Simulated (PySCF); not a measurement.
# Vanadium: a sound run and one with changed settings

Sound run: V⁺ [Ar] 3d4, V²⁺ [Ar] 3d3. All numbers are calculated (PySCF 2.14, no relativity, point nucleus, in 6-31G* (5s4p2d1f, 34 functions)). In the sound run the correlated levels freeze [Ar]. The sound run starts from symmetry-adapted Hartree-Fock orbitals and uses a fine grid where one is needed.

Changed run: the spin-free X2C one-electron Hamiltonian (Gaussian nucleus). This setting is unsound on purpose.

```json
{"species": "V⁺", "method": "UHF", "sound run (hartree)": "n/a", "changed run (hartree)": "-946.98801", "converged": "yes"}
{"species": "V⁺", "method": "B3LYP", "sound run (hartree)": "-943.55480", "changed run (hartree)": "-947.99212", "converged": "yes"}
{"species": "V⁺", "method": "r2SCAN", "sound run (hartree)": "-943.50705", "changed run (hartree)": "-947.94456", "converged": "yes"}
{"species": "V⁺", "method": "MP2", "sound run (hartree)": "n/a", "changed run (hartree)": "-947.01888", "converged": "yes"}
{"species": "V²⁺", "method": "UHF", "sound run (hartree)": "-942.08761", "changed run (hartree)": "-946.52743", "converged": "yes"}
{"species": "V²⁺", "method": "B3LYP", "sound run (hartree)": "-943.03481", "changed run (hartree)": "-947.47405", "converged": "yes"}
{"species": "V²⁺", "method": "r2SCAN", "sound run (hartree)": "-942.99340", "changed run (hartree)": "-947.43277", "converged": "yes"}
{"species": "V²⁺", "method": "MP2", "sound run (hartree)": "-942.09937", "changed run (hartree)": "-946.53919", "converged": "yes"}
```

Ionisation energy of V⁺:

```json
{"method": "UHF", "sound run (eV)": "n/a", "changed run (eV)": "12.533"}
{"method": "B3LYP", "sound run (eV)": "14.149", "changed run (eV)": "14.098"}
{"method": "r2SCAN", "sound run (eV)": "13.977", "changed run (eV)": "13.927"}
{"method": "MP2", "sound run (eV)": "n/a", "changed run (eV)": "13.053"}
{"method": "SCS-MP2", "sound run (eV)": "n/a", "changed run (eV)": "12.706"}
```

Most of the change in total energy is the relativistic energy itself. On top of that the contraction fixes the core shape for the Hamiltonian it was made with, so the changed run is not a good calculation with the other Hamiltonian either.

For comparison, NIST gives 14.634 ± 0.007 eV between the lowest levels.
